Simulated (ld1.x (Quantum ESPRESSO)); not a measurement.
**Configuration tests for W (Z = 74) (RRKJ)**

ld1.x (Quantum ESPRESSO) 7.5 input, shortened:

```
&input
   title='W', zed=74., rel=1, dft='PBE', iswitch=3,
   config='[Xe] 4f13.5 5d4.5 6s2 6p0'
 /
 &inputp
   pseudotype=2, tm=.false., rho0=0.01, lloc=-1, rcloc=1.40,
   nlcc=.false.
 /
4
5S  1  0   2.00   0.00  1.52  1.52  0.0
5P  2  1   6.00   0.00  1.50  1.50  0.0
5D  3  2   4.50   0.00  1.95  1.95  0.0
4F  4  3  13.50   0.00  1.15  1.15  0.0
 &test
   configts(1)='4f13.5 5s2 5p6 5d4.5 6s2 6p0'
 /
```

Occupied shells without a wave of their own: 6s. They enter only through the test configuration that unscreens the potential.

Energies are relative to the spin-unpolarised reference configuration 4f13.5 5s2 5p6 5d4.5 6s2 6p0; without spin polarisation the order of configurations can differ from experiment. Not all tests gave a result: 2 of 7 tests not solved or not reliable. Left out of the table: 4f14 5s2 5p6 5d4 6s2 6p0 (solver errors, printed error -9428 eV); 4f14 5s2 5p6 5d5 6s1 6p0 (solver errors, printed error -8716 eV).

```
   valence configuration  charge  ΔE all-electron (eV)  error AE − PS (meV)
4f14 5s2 5p6 5d4 6s0 6p0      +2                 9.195                 -410
4f14 5s2 5p5 5d4 6s2 6p0      +1                33.574                  +11
4f14 5s2 5p6 5d3 6s2 6p1       0               -11.350                  +32
```

What are ΔE and the potential's error for 4f14 5s2 5p6 5d4 6s1 6p0?

ΔE = -6.484 eV all-electron; the error (AE − PS) is -135 meV.

What are ΔE and the potential's error for 4f13 5s2 5p6 5d5 6s1 6p0?

ΔE = 26.448 eV all-electron; the error (AE − PS) is -159 meV.

Levels in the configuration 4f14 5s2 5p6 5d4 6s0 6p0:

```
level  all-electron (eV)  pseudo (eV)
   4f            -49.292      -50.017
   5s            -95.152      -95.296
   5p            -59.299      -59.514
   5d            -19.881      -20.085
```

The 6s level has no wave, so the channel is fitted at the deeper level alone: the likely source of the large errors.
